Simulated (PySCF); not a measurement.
## Ca: excitation energy

Ca [Ar] 4s2 (1S) → Ca [Ar] 4s1 4p1 (3P), as a difference of total energies. All numbers are calculated (PySCF 2.14, scalar relativity by spin-free X2C-1e, in aug-cc-pVDZ-X2C (6s5p3d, 36 functions)). Correlated levels: valence: [Ar] frozen. The calculations carry no spin-orbit coupling.

```csv
method,excitation energy (eV)
UHF,1.036
MP2 (valence),1.476
SCS-MP2 (valence),1.596
CCSD (valence),1.698
```

Errors of the correlated levels include the incompleteness of this basis and the frozen core.

With two correlated electrons CCSD is exact in that space.

**Question.** Which method comes closest to the reference value, and which is furthest?

**Answer.** The reference is 1.892 eV (measured; NIST levels, between the centres of gravity of the two terms). Closest: CCSD (valence) (error -0.194 eV); furthest: UHF (error -0.856 eV).
